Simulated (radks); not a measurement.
The numbers below are computed, except where a source is named.
Problem. Ni+, 27 electrons, occupied as [Ar] 3d9 (the NIST ground configuration). Code: a radial shooting solver on a logarithmic mesh with Libxc functionals. Model: scalar-relativistic Kohn-Sham, exchange-only PBE, spin-unpolarised, spherical densities, point nucleus. Some entries of the table are withheld. Estimate them.

| orbital | occ. | eigenvalue (hartree) | <r> (bohr) | <r^2> (bohr^2) |
|---|---|---|---|---|
| 1s | 2 | -301.9284 | 0.05409 | 0.003935 |
| 2s | 2 | -36.15005 | 0.2449 | 0.07080 |
| 2p | 6 | -31.11675 | 0.2153 | 0.05689 |
| 3s | 2 | -4.16647 | 0.7436 | 0.6397 |
| 3p | 6 | -2.71598 | 0.7850 | (1) |
| 3d | 9 | (2) | 1.085 | 1.637 |
| 4s | 0 | -0.40996 | 2.724 | 8.561 |
| 4p | 0 | -0.23101 | 3.615 | 15.17 |

Solution. 
(1) 3p <r^2> (bohr^2): 0.7297
(2) 3d eigenvalue (hartree): -0.44580
